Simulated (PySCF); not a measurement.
PySCF input file for C3H10OSi2, SMILES [SiH2](C(C)=O)[SiH2]C, TDA-PBE/def2-SVPD. Geometry optimised at ωB97X-D3(BJ)/def2-SVP. This is a generated structure with no PubChem entry under its InChIKey; it may be hypothetical. One conformer was computed; it need not be the lowest.

```python
import numpy as np
from pyscf import gto, scf, dft, tdscf

mol = gto.M(
    atom='''
    C     0.33801013    3.25484329   -0.00000000
    Si   -0.57360598    1.60170521    0.00000000
    Si    0.91445264   -0.19278213    0.00000000
    C    -0.23098895   -1.76071174   -0.00000000
    C     0.35961941   -3.15325769    0.00000000
    O    -1.43200922   -1.57449609    0.00000000
    H     0.97766753    3.35152383    0.89159086
    H     0.97766754    3.35152383   -0.89159087
    H    -0.37473745    4.09466411    0.00000000
    H    -1.43319781    1.48689710    1.21450706
    H    -1.43319781    1.48689710   -1.21450707
    H     1.80486414   -0.23536602   -1.20259760
    H     1.80486414   -0.23536602    1.20259759
    H     1.00213131   -3.28527630   -0.88640888
    H    -0.44381596   -3.90441891   -0.00000000
    H     1.00213130   -3.28527629    0.88640888
    ''',
    basis='def2-SVPD',
    charge=0,
    spin=0,
    symmetry=True,
    max_memory=1600,
    verbose=4,
)
mf = dft.RKS(mol, xc='pbe').density_fit(auxbasis='def2-universal-jkfit')
mf.grids.level = 3
mf.conv_tol = 1e-9
mf.max_cycle = 100
mf.kernel()
mf.grids = dft.Grids(mol).set(level=1).build(with_non0tab=True)  # coarser grid for the response kernel
td = tdscf.TDA(mf)
td.singlet = True
td.nstates = 6
td.conv_tol = 1e-4
td.positive_eig_threshold = 1e-6
td.kernel(x0=td.get_init_guess(mf, 11))
td.analyze()
tt = tdscf.TDA(mf)
tt.singlet = False
tt.nstates = 2
tt.conv_tol = 1e-4
tt.positive_eig_threshold = 1e-6
tt.kernel(x0=tt.get_init_guess(mf, 7))
tt.analyze(verbose=3)
```

Log of the run:

```
PySCF version 2.14.0

[INPUT] verbose = 4
[INPUT] num. atoms = 16
[INPUT] num. electrons = 64
[INPUT] charge = 0
[INPUT] spin (= nelec alpha-beta = 2S) = 0
[INPUT] symmetry True subgroup None
[INPUT] Mole.unit = angstrom
[INPUT] Symbol           X                Y                Z      unit          X                Y                Z       unit  Magmom
[INPUT]  1 C      0.338010130000   3.254843290000   0.000000000000 AA    0.638746573029   6.150762396478   0.000000000000 Bohr   0.0
[INPUT]  2 Si    -0.573605980000   1.601705210000   0.000000000000 AA   -1.083958205613   3.026784179189   0.000000000000 Bohr   0.0
[INPUT]  3 Si     0.914452640000  -0.192782130000   0.000000000000 AA    1.728065043485  -0.364305427410   0.000000000000 Bohr   0.0
[INPUT]  4 C     -0.230988950000  -1.760711740000   0.000000000000 AA   -0.436505853301  -3.327262972906   0.000000000000 Bohr   0.0
[INPUT]  5 C      0.359619410000  -3.153257690000   0.000000000000 AA    0.679582193978  -5.958793434279   0.000000000000 Bohr   0.0
[INPUT]  6 O     -1.432009220000  -1.574496090000   0.000000000000 AA   -2.706105233652  -2.975366394299   0.000000000000 Bohr   0.0
[INPUT]  7 H      0.977667530000   3.351523830000   0.891590860000 AA    1.847523872580   6.333462138653   1.684862540565 Bohr   0.0
[INPUT]  8 H      0.977667540000   3.351523830000  -0.891590870000 AA    1.847523891477   6.333462138653  -1.684862559463 Bohr   0.0
[INPUT]  9 H     -0.374737450000   4.094664110000   0.000000000000 AA   -0.708151149118   7.737793739986   0.000000000000 Bohr   0.0
[INPUT] 10 H     -1.433197810000   1.486897100000   1.214507060000 AA   -2.708351343226   2.809828294410   2.295085719751 Bohr   0.0
[INPUT] 11 H     -1.433197810000   1.486897100000  -1.214507070000 AA   -2.708351343226   2.809828294410  -2.295085738648 Bohr   0.0
[INPUT] 12 H      1.804864140000  -0.235366020000  -1.202597600000 AA    3.410698916649  -0.444777316829  -2.272580102059 Bohr   0.0
[INPUT] 13 H      1.804864140000  -0.235366020000   1.202597590000 AA    3.410698916649  -0.444777316829   2.272580083162 Bohr   0.0
[INPUT] 14 H      1.002131310000  -3.285276300000  -0.886408880000 AA    1.893753716752  -6.208272450524  -1.675070017582 Bohr   0.0
[INPUT] 15 H     -0.443815960000  -3.904418910000   0.000000000000 AA   -0.838690614111  -7.378282415473   0.000000000000 Bohr   0.0
[INPUT] 16 H      1.002131300000  -3.285276290000   0.886408880000 AA    1.893753697854  -6.208272431627   1.675070017582 Bohr   0.0

nuclear repulsion = 345.967959937771
point group symmetry = Cs
symmetry origin: [-1.47634857e-09 -2.95269711e-10 -8.85809120e-10]
symmetry axis x: [ 1.00000000e+00 -1.98796442e-10 -7.74529552e-10]
symmetry axis y: [ 1.98796442e-10  1.00000000e+00 -1.37815537e-10]
symmetry axis z: [7.74529552e-10 1.37815479e-10 1.00000000e+00]
num. orbitals of irrep A' = 136
num. orbitals of irrep A" = 75
number of shells = 93
number of NR pGTOs = 307
number of NR cGTOs = 211
basis = def2-SVPD
ecp = {}


[settings echo left out]
init E= -773.715242752385
HOMO (A') = -0.289991207681081  LUMO (A") = -0.140755288349292  gap/eV = 4.06092
cycle= 1 E= -773.509347642528  delta_E= 0.206  |g|= 0.862  |ddm|= 4.91
HOMO (A') = -0.0523562657743275  LUMO (A') = -0.0236089710717722  gap/eV = 0.78225
cycle= 2 E= -771.984701433109  delta_E= 1.52  |g|= 2.62  |ddm|= 4.41
HOMO (A') = -0.20945638977048  LUMO (A") = -0.0897204545477863  gap/eV = 3.25818
cycle= 3 E= -773.631294979239  delta_E= -1.65  |g|= 0.412  |ddm|= 4.09
HOMO (A') = -0.19875129330322  LUMO (A") = -0.0842982266255574  gap/eV = 3.11443
cycle= 4 E= -773.668796143369  delta_E= -0.0375  |g|= 0.19  |ddm|= 0.682
HOMO (A') = -0.20238087330532  LUMO (A") = -0.0879673071530749  gap/eV = 3.11335
cycle= 5 E= -773.677093866861  delta_E= -0.0083  |g|= 0.0347  |ddm|= 0.231
HOMO (A') = -0.201044177924699  LUMO (A") = -0.0868935258508312  gap/eV = 3.10620
cycle= 6 E= -773.677499232973  delta_E= -0.000405  |g|= 0.0113  |ddm|= 0.082
HOMO (A') = -0.201474409441502  LUMO (A") = -0.0868630948723914  gap/eV = 3.11873
cycle= 7 E= -773.677530881266  delta_E= -3.16e-05  |g|= 0.00296  |ddm|= 0.0159
HOMO (A') = -0.201957424503645  LUMO (A") = -0.0873362885857536  gap/eV = 3.11900
cycle= 8 E= -773.677533004958  delta_E= -2.12e-06  |g|= 0.00102  |ddm|= 0.00552
HOMO (A') = -0.201860906004278  LUMO (A") = -0.0872104991870608  gap/eV = 3.11980
cycle= 9 E= -773.677533282515  delta_E= -2.78e-07  |g|= 0.000255  |ddm|= 0.00184
HOMO (A') = -0.201904967491884  LUMO (A") = -0.0872489695678453  gap/eV = 3.11995
cycle= 10 E= -773.677533300659  delta_E= -1.81e-08  |g|= 0.000101  |ddm|= 0.000609
HOMO (A') = -0.201894623487926  LUMO (A") = -0.087239468991219  gap/eV = 3.11993
cycle= 11 E= -773.677533303499  delta_E= -2.84e-09  |g|= 2.82e-05  |ddm|= 0.000185
HOMO (A') = -0.201894022645441  LUMO (A") = -0.087239392580412  gap/eV = 3.11991
cycle= 12 E= -773.677533303735  delta_E= -2.36e-10  |g|= 6.06e-06  |ddm|= 5.49e-05
HOMO (A') = -0.201894702746123  LUMO (A") = -0.0872396664084572  gap/eV = 3.11992
Extra cycle  E= -773.677533303705  delta_E= 3.02e-11  |g|= 1.28e-05  |ddm|= 2.73e-05
converged SCF energy = -773.677533303705
tot grids = 58264
Overwritten attributes  positive_eig_threshold  of <class 'pyscf.tdscf.rks.TDA'>


******** <class 'pyscf.tdscf.rks.TDA'> for <class 'pyscf.df.df_jk.DFSymAdaptedRKS'> ********
nstates = 6 singlet
deg_eia_thresh = 1.000e-03
wfnsym = None
conv_tol = 0.0001
eigh lindep = 1e-12
eigh level_shift = 0
eigh max_cycle = 100


Excitation energies (eV)
[3.42432292 4.62780676 4.75434699 5.26542681 5.34673596 5.49968346]

** Singlet excitation energies and oscillator strengths **
Excited State   1:   A"      3.42432 eV    362.07 nm  f=0.0008
      32 -> 33        0.70498
Excited State   2:   A"      4.62781 eV    267.91 nm  f=0.0018
      31 -> 33        0.70502
Excited State   3:   A'      4.75435 eV    260.78 nm  f=0.0188
      32 -> 34        0.69787
Excited State   4:   A'      5.26543 eV    235.47 nm  f=0.0235
      32 -> 35       -0.70630
Excited State   5:   A"      5.34674 eV    231.89 nm  f=0.0000
      32 -> 36        0.70624
Excited State   6:   A"      5.49968 eV    225.44 nm  f=0.0003
      30 -> 33        0.70605

** Transition electric dipole moments (AU) **
state          X           Y           Z        Dip. S.      Osc.
  1        -0.0000      0.0000     -0.0996      0.0099      0.0008
  2         0.0000     -0.0000      0.1267      0.0161      0.0018
  3        -0.2518     -0.3132     -0.0000      0.1615      0.0188
  4         0.1549      0.3974     -0.0000      0.1819      0.0235
  5        -0.0000     -0.0000     -0.0103      0.0001      0.0000
  6        -0.0000     -0.0000     -0.0434      0.0019      0.0003

** Transition velocity dipole moments (imaginary part, AU) **
state          X           Y           Z        Dip. S.      Osc.
  1        -0.0000     -0.0000      0.0286      0.0008      0.0043
  2        -0.0000      0.0000     -0.0009      0.0000      0.0000
  3         0.0031     -0.0231      0.0000      0.0005      0.0021
  4         0.0276      0.0789      0.0000      0.0070      0.0241
  5        -0.0000      0.0000     -0.0026      0.0000      0.0000
  6        -0.0000      0.0000      0.0033      0.0000      0.0000

** Transition magnetic dipole moments (imaginary part, AU) **
state          X           Y           Z
  1         1.0573     -0.2181      0.0000
  2        -0.0362     -0.0889      0.0000
  3         0.0000     -0.0000      0.9346
  4        -0.0000     -0.0000     -0.1243
  5        -0.2212      0.1223     -0.0000
  6        -0.0395     -0.0972      0.0000


******** <class 'pyscf.tdscf.rks.TDA'> for <class 'pyscf.df.df_jk.DFSymAdaptedRKS'> ********
nstates = 2 triplet
deg_eia_thresh = 1.000e-03
wfnsym = None
conv_tol = 0.0001
eigh lindep = 1e-12
eigh level_shift = 0
eigh max_cycle = 100


Excitation energies (eV)
[2.73645745 4.50019105]

** Triplet excitation energies and oscillator strengths **
Excited State   1:   A"      2.73646 eV    453.08 nm  f=0.0000
Excited State   2:   A"      4.50019 eV    275.51 nm  f=0.0000
```

The run converged.

Cost: about 80 core-seconds (a rough figure).
